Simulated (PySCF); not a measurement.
NMR data sheet: C2H4BFO2

```
Formula        : C2H4BFO2
SMILES         : C=C(F)B(O)O
Carbon signals : 2
Proton signals : 3
```

Atom-mapped SMILES (the numbers label the heavy atoms): `[CH2:1]=[C:2]([F:3])[B:4]([OH:5])[OH:6]`; H(Xn) means a hydrogen on atom n. Ha(C1) is cis to F3; Hb(C1) is trans to F3.

[PySCF 2.14: geometry: PBE0-D3(BJ)/def2-SVP; J couplings at B3LYP/pcJ-1 (spin–dipole term only in couplings to heteroatoms); shielding tensors at PBE0/pcSseg-1 (GIAO); averaged over atoms made equivalent by symmetry, fast rotation or ring inversion; one computed conformer; gas phase; relativity neglected]

Scale: ¹H (σref 31.27) and ¹³C (σref 184.41) against TMS; ¹⁹F (σref 177.25) vs CFCl3; BF3·OEt2 for ¹¹B (σref 100.73); ¹⁷O (σref 334.56) vs H2O (reference shieldings calculated alike).

| carbon | δC, type | δH (multiplicity, J in Hz) | HMBC from (abs. J ≥ 3 Hz) | span of the C tensor (ppm) |
| --- | --- | --- | --- | --- |
| C1 | 115.8, CH2 | Hb(C1) 5.64 (d, 46.5); Ha(C1) 5.54 (d, 20.2) | – | 212 |
| C2 | 174.0, C | – | Hb(C1), Ha(C1) | 176 |

Other nuclei:
| atoms | nucleus | environment | δ (ppm) | σ (ppm) |
| --- | --- | --- | --- | --- |
| H(O5)/H(O6) | ¹H | hydrogen on an oxygen bonded to B | 2.98 | 28.29 |
| F3 | ¹⁹F | vinylic fluorine | -105.1 | 282.3 |
| B4 | ¹¹B | boron bonded to C, 2 O | 23.0 | 77.7 |
| O5/O6 | ¹⁷O | oxygen bonded to B, H | 115.6 | 218.9 |

Selected couplings (Hz, signed; the shortest-range and largest first, 30 at most; isotopes ¹³C, ¹⁹F, ¹H, ¹¹B): ¹J(C2,F3) -338.9, ¹J(C1,Hb(C1)) 175.3, ¹J(C1,Ha(C1)) 166.1, ¹J(C2,B4) 109.6, ¹J(C1,C2) 77.6, ²J(F3,B4) 41.2, ²J(C1,F3) 10.0, ²J(C1,B4) 9.5, ³J(F3,Hb(C1)) 46.5, ³J(F3,Ha(C1)) 20.2, ³J(B4,Ha(C1)) 7.3, ³J(B4,Hb(C1)) 2.8.

δC 174.0: fully substituted alkene carbon. δC 115.8: terminal =CH2 carbon; as expected for a trigonal carbon in a double bond. δH 5.64, 5.54: hydrogen on a terminal =CH2 carbon; olefinic region. δH 2.98: hydrogen on an oxygen bonded to B; exchangeable; this is the value without hydrogen bonding to other molecules.

Exchangeable OH/NH protons stand at their gas-phase positions; hydrogen bonding in a real sample shifts them, mostly to higher δ. A carbon bonded to boron is broadened by the quadrupolar boron nucleus and is often missing from a measured spectrum. Common functionals overestimate the size of one-bond C–F couplings by tens of Hz; these are unscaled. Multiplet labels drop couplings under 1 Hz and merge nearly equal ones. Shifts are as computed. Against solution values, carbons near 30 ppm lie about +2 ppm off and those near 130 ppm about +5 ppm. Of 1211 compounds with measured shifts, 218 miss one by over three times the rms of a fit or turn the order of signals round; such compounds aren't used in these exercises. Unscaled 19F shifts against computed CFCl3 carry errors that often reach 10 to 50 ppm. Experimental scales use liquid or dissolved standards, which lie at an offset from isolated H2O (liquid H2O: subtract about 36 ppm).
